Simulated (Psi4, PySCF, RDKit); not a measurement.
Torsional profile of SMILES c1c(ccnc1)-c1ccncc1. Scanned: dihedral C2–C3–C4–C5; all other coordinates were relaxed at GFN2-xTB. Points at φ and −φ are mirror images. Heavy atoms are numbered in the order of the SMILES c1cc(-c2ccncc2)ccn1, hydrogens after them in the order of the atoms that carry them; the mirror image has the same energies with the sign of each dihedral reversed.

Computed with: MMFF94 // GFN2-xTB (RDKit); RHF/STO-3G = PySCF with restricted Hartree-Fock/STO-3G // GFN2-xTB; RKS-B3LYP/LANL2DZ = restricted B3LYP/LANL2DZ, density fitting // GFN2-xTB in PySCF; PBE-D3(BJ)/def2-SVP // GFN2-xTB (Psi4).

Energies relative to the lowest point of each profile, in mEh; the last columns give the difference from PBE-D3(BJ):

```json
[
 {"φ / °": "-150", "MMFF94": "1.4", "RHF/STO-3G": "0.0", "RKS-B3LYP/LANL2DZ": "0.0", "PBE-D3(BJ)/def2-SVP": "0.0", "MMFF94 − PBE-D3(BJ)/def2-SVP": "1.4", "RHF/STO-3G − PBE-D3(BJ)/def2-SVP": "0.0", "RKS-B3LYP/LANL2DZ − PBE-D3(BJ)/def2-SVP": "0.0"},
 {"φ / °": "-120", "MMFF94": "0.0", "RHF/STO-3G": "1.6", "RKS-B3LYP/LANL2DZ": "2.3", "PBE-D3(BJ)/def2-SVP": "1.9", "MMFF94 − PBE-D3(BJ)/def2-SVP": "-1.9", "RHF/STO-3G − PBE-D3(BJ)/def2-SVP": "-0.3", "RKS-B3LYP/LANL2DZ − PBE-D3(BJ)/def2-SVP": "0.3"},
 {"φ / °": "-90", "MMFF94": "0.6", "RHF/STO-3G": "3.9", "RKS-B3LYP/LANL2DZ": "5.0", "PBE-D3(BJ)/def2-SVP": "4.5", "MMFF94 − PBE-D3(BJ)/def2-SVP": "-3.9", "RHF/STO-3G − PBE-D3(BJ)/def2-SVP": "-0.6", "RKS-B3LYP/LANL2DZ − PBE-D3(BJ)/def2-SVP": "0.6"},
 {"φ / °": "-60", "MMFF94": "0.0", "RHF/STO-3G": "1.6", "RKS-B3LYP/LANL2DZ": "2.3", "PBE-D3(BJ)/def2-SVP": "2.0", "MMFF94 − PBE-D3(BJ)/def2-SVP": "-2.0", "RHF/STO-3G − PBE-D3(BJ)/def2-SVP": "-0.3", "RKS-B3LYP/LANL2DZ − PBE-D3(BJ)/def2-SVP": "0.3"},
 {"φ / °": "-30", "MMFF94": "1.4", "RHF/STO-3G": "0.0", "RKS-B3LYP/LANL2DZ": "0.0", "PBE-D3(BJ)/def2-SVP": "0.0", "MMFF94 − PBE-D3(BJ)/def2-SVP": "1.4", "RHF/STO-3G − PBE-D3(BJ)/def2-SVP": "0.0", "RKS-B3LYP/LANL2DZ − PBE-D3(BJ)/def2-SVP": "0.0"},
 {"φ / °": "0", "MMFF94": "5.5", "RHF/STO-3G": "1.8", "RKS-B3LYP/LANL2DZ": "1.1", "PBE-D3(BJ)/def2-SVP": "1.1", "MMFF94 − PBE-D3(BJ)/def2-SVP": "4.4", "RHF/STO-3G − PBE-D3(BJ)/def2-SVP": "0.7", "RKS-B3LYP/LANL2DZ − PBE-D3(BJ)/def2-SVP": "0.0"},
 {"φ / °": "30", "MMFF94": "1.4", "RHF/STO-3G": "0.0", "RKS-B3LYP/LANL2DZ": "0.0", "PBE-D3(BJ)/def2-SVP": "0.0", "MMFF94 − PBE-D3(BJ)/def2-SVP": "1.4", "RHF/STO-3G − PBE-D3(BJ)/def2-SVP": "0.0", "RKS-B3LYP/LANL2DZ − PBE-D3(BJ)/def2-SVP": "0.0"},
 {"φ / °": "60", "MMFF94": "0.0", "RHF/STO-3G": "1.6", "RKS-B3LYP/LANL2DZ": "2.3", "PBE-D3(BJ)/def2-SVP": "2.0", "MMFF94 − PBE-D3(BJ)/def2-SVP": "-2.0", "RHF/STO-3G − PBE-D3(BJ)/def2-SVP": "-0.3", "RKS-B3LYP/LANL2DZ − PBE-D3(BJ)/def2-SVP": "0.3"},
 {"φ / °": "90", "MMFF94": "0.6", "RHF/STO-3G": "3.9", "RKS-B3LYP/LANL2DZ": "5.0", "PBE-D3(BJ)/def2-SVP": "4.5", "MMFF94 − PBE-D3(BJ)/def2-SVP": "-3.9", "RHF/STO-3G − PBE-D3(BJ)/def2-SVP": "-0.6", "RKS-B3LYP/LANL2DZ − PBE-D3(BJ)/def2-SVP": "0.6"},
 {"φ / °": "120", "MMFF94": "0.0", "RHF/STO-3G": "1.6", "RKS-B3LYP/LANL2DZ": "2.3", "PBE-D3(BJ)/def2-SVP": "1.9", "MMFF94 − PBE-D3(BJ)/def2-SVP": "-1.9", "RHF/STO-3G − PBE-D3(BJ)/def2-SVP": "-0.3", "RKS-B3LYP/LANL2DZ − PBE-D3(BJ)/def2-SVP": "0.3"},
 {"φ / °": "150", "MMFF94": "1.4", "RHF/STO-3G": "0.0", "RKS-B3LYP/LANL2DZ": "0.0", "PBE-D3(BJ)/def2-SVP": "0.0", "MMFF94 − PBE-D3(BJ)/def2-SVP": "1.4", "RHF/STO-3G − PBE-D3(BJ)/def2-SVP": "0.0", "RKS-B3LYP/LANL2DZ − PBE-D3(BJ)/def2-SVP": "0.0"},
 {"φ / °": "180", "MMFF94": "5.5", "RHF/STO-3G": "1.8", "RKS-B3LYP/LANL2DZ": "1.1", "PBE-D3(BJ)/def2-SVP": "1.1", "MMFF94 − PBE-D3(BJ)/def2-SVP": "4.4", "RHF/STO-3G − PBE-D3(BJ)/def2-SVP": "0.7", "RKS-B3LYP/LANL2DZ − PBE-D3(BJ)/def2-SVP": "0.0"}
]
```

MMFF94 is furthest from PBE-D3(BJ)/def2-SVP at 0 (4.4 mEh, above); its mean absolute difference over the points is 2.5 mEh.

RHF/STO-3G is furthest from PBE-D3(BJ)/def2-SVP at 0 (0.7 mEh, above); its mean absolute difference over the points is 0.3 mEh.

RKS-B3LYP/LANL2DZ is furthest from PBE-D3(BJ)/def2-SVP at -90 (0.6 mEh, above); its mean absolute difference over the points is 0.2 mEh.
